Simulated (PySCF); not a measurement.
Dipole response of Sc²⁺ (scandium, charge +2)

[Ar] 3d1, 2D determinant. All numbers are calculated (PySCF 2.14, the spin-free X2C one-electron Hamiltonian (Gaussian nucleus), in x2c-TZVPPall with one added diffuse shell each of s, p, d, f type (7s6p5d3f1g, 80 functions)). Coupled (time-dependent) response in atomic units; α is the mean over directions.

```
method  mean α (bohr³)         α xx, yy, zz  C₆ (like pair)  S(−4)
   UHF           4.486  5.200, 5.200, 3.058           13.27  18.27
   PBE           5.240  6.230, 6.230, 3.261           15.00  35.83
  PBE0           4.903  5.767, 5.767, 3.174           14.22  27.11
```

S(−4) is the Cauchy moment in α(ω) = α(0) + S(−4) ω² + …

α(iu) at UHF:

| u (hartree) | α(iu) (bohr³) |
| --- | --- |
| 0 | 4.486 |
| 0.0500 | 4.441 |
| 0.100 | 4.321 |
| 0.200 | 3.967 |
| 0.300 | 3.607 |
| 0.500 | 3.031 |
| 0.750 | 2.497 |
| 1.00 | 2.076 |
| 1.50 | 1.455 |
| 2.00 | 1.044 |
| 3.00 | 0.5895 |
| 5.00 | 0.2532 |

A single London oscillator, α(iu) = α/(1 + u²/ω²), gives C₆ = (3/4) ω α². Matching the computed C₆ needs ω = 4 × 13.27 / (3 × 4.486²) = 0.879 hartree.

For an ion, C₆ is the dispersion term alone; charge-induced terms of lower order in 1/R come first.

The components differ because the open shell of this determinant is not spherical; for a pure term their mean is the scalar polarisability.
